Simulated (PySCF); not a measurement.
Be(OMe)(NH2) (CH₅BeNO), SMILES [Be]([NH2])[O]C.

Geometry: PBE-D3(BJ)/def2-SVP. One conformer was computed; it need not be the lowest.

These are PBE/def2-TZVPD (PySCF) values and carry that method's errors.

Isolated molecule, no solvent.

```
Quantity                                                                                                       Result
---------------------------------------------------------------------------------------------  ----------------------
total energy                                                                                       -185.75782 hartree
highest occupied level                                                                                       -5.65 eV
lowest empty level                                                                                           -0.86 eV
orbital gap                                                                                                   4.79 eV
dipole moment                                                                                                  0.79 D
quadrupole, principal values (traceless, Buckingham form, about the centre of nuclear charge)   -4.83, 1.62, 3.21 D·Å
mean static polarisability                                                                       46.1 bohr³ (6.83 Å³)
polarisability, principal values                                                               37.8, 41.4, 59.2 bohr³
```
